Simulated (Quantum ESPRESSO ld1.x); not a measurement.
Q: The mean radii <r> (bohr) of the occupied orbitals of an atom or ion are listed with their occupations. Method: non-relativistic Kohn-Sham, LDA (Slater exchange, Perdew-Wang correlation), spin-polarised, spherical densities, point nucleus; computed with ld1.x of Quantum ESPRESSO 7.5.

orbital  occ.     <r>
1s up       1  0.7820
2s up       1   4.318

Name the element and its charge. Open shells, if any, are filled with parallel spins first.

A: Z = 2, helium, charge 0: He in 1s1 2s1. The 1s radius gives Z: for a bare nucleus <r> = 1.5/Z, 0.75 bohr for Z = 2, and screening makes it slightly larger (0.7820 here). The occupations add up to 2, and the charge is Z minus that.
